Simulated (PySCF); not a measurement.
Working out the ionisation energy of Cl⁺

Cl⁺ [Ne] 3s2 3p4 (3P) → Cl²⁺ [Ne] 3s2 3p3 (4S). Calculation: PySCF 2.14, in x2c-SVPall (4s3p1d, 18 functions); the spin-free X2C one-electron Hamiltonian (Gaussian nucleus). Frozen: [Ne]. Energies in hartree (1 hartree = 27.21139 eV):

| part | Cl⁺ (lower) | Cl²⁺ (upper) |
| --- | --- | --- |
| UHF | -460.280060 | -459.445133 |
| CCSD correlation | -0.108117 | -0.091571 |
| (T) | -0.001031 | -0.000848 |

What does Hartree-Fock give?

(-459.445133) − (-460.280060) = 0.834927 hartree = 22.720 eV.

What do CCSD and CCSD(T) give?

The CCSD correlation energies differ by 0.016546 hartree = 0.450 eV and the triples by 0.000183 hartree = 0.005 eV, so CCSD gives 23.170 eV and CCSD(T) 23.175 eV.

Measured between the centres of the two terms (NIST): 23.771 eV, so CCSD(T) (valence) is off by -0.596 eV.

A double-zeta basis recovers only part of the correlation energy.

What remains against the reference includes basis incompleteness, the frozen core and higher excitations.
